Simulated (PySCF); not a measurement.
Radial density of As¹⁶⁺ (arsenic, charge +16)

UHF, [Ne] 3s2 3p5, 2P determinant. All numbers are calculated (PySCF 2.14, scalar relativity by spin-free X2C-1e, in an uncontracted even-tempered set (19 s from 1.2 bohr⁻², ratio 2.5; 12 p from 1.6 bohr⁻², ratio 2.5; 5 d from 9.5 bohr⁻², ratio 2.7; 4 f from 14 bohr⁻², ratio 2.7)).

```tsv
r (bohr)	4πr²ρ (e/bohr)	4πr²(ρα − ρβ)
0.000868	0.3675	0.0000
0.00146	0.9152	0.0000
0.00245	2.229	0.0001
0.00413	5.216	0.0002
0.00694	11.39	0.0009
0.0117	22.12	0.0042
0.0196	35.19	0.0221
0.0330	40.93	0.1049
0.0556	34.49	0.3779
0.0935	38.85	0.7801
0.157	45.84	0.4036
0.265	19.17	0.2489
0.445	17.47	2.3508
0.748	6.197	0.8636
1.26	0.08282	0.0113
2.12	2.610e-05	0.0000
```

Densities and radii are taken from the X2C orbitals without a picture-change correction, which distorts them close to the nucleus.

Spin-orbit coupling, absent here, splits the open shell strongly.
